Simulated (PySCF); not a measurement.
**Dy⁺: ionisation energy**

Dy⁺ [Xe] 4f10 6s1 (high-spin determinant) → Dy²⁺ [Xe] 4f10 (high-spin determinant), as a difference of total energies. All numbers are calculated (PySCF 2.14, scalar relativity by spin-free X2C-1e, in x2c-TZVPPall (11s7p7d4f2g, 113 functions)). Correlated levels: valence: [Kr] 4d10 frozen; valence and next inner shell: [Ar] 3d10 frozen. The calculations carry no spin-orbit coupling.

```csv
method,ionisation energy (eV),difference from reference (eV)
UHF,10.804,-0.843
LDA,12.028,+0.381
PBE,11.836,+0.189
PBE0,11.629,-0.018
r2SCAN,11.558,-0.089
MP2 (valence),11.648,+0.001
SCS-MP2 (valence),11.465,-0.182
MP2 (valence and next inner shell),11.693,+0.046
SCS-MP2 (valence and next inner shell),11.509,-0.138
```

Reference: 11.647 ± 0.02 eV (semi-empirical (NIST evaluation); NIST Atomic Spectra Database, ionization energies).

Errors of the correlated levels include the incompleteness of this basis and the frozen core.

The determinant of Dy²⁺ and of Dy⁺ mixes LS terms, which raises its energy above the lowest term, most at the Hartree-Fock and MP2 levels.
